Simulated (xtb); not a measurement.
SiClBr, SMILES Cl[Si]Br (connectivity only; charge and spin as stated), neutral, multiplicity 1. All values are semi-empirical tight-binding results from xtb (GFN2-xTB unless named), good for trends rather than for accurate numbers. The structure is a stationary point at GFN2-xTB.

```json
{
  "point_group_as_xtb_finds_it": "Cs",
  "orbital_gap": "2.65 eV",
  "zero_point_energy": "1.4 kcal/mol",
  "G − E(el) at 298.15 K (modified RRHO)": "-16.9 kcal/mol",
  "static polarisability (D4 model)": "66.8 bohr³",
  "solvation energy, GFN2-xTB/ALPB(water)": "0.3 kcal/mol",
  "solvation energy, GFN2-xTB/ALPB(ether)": "-3.1 kcal/mol"
}
```
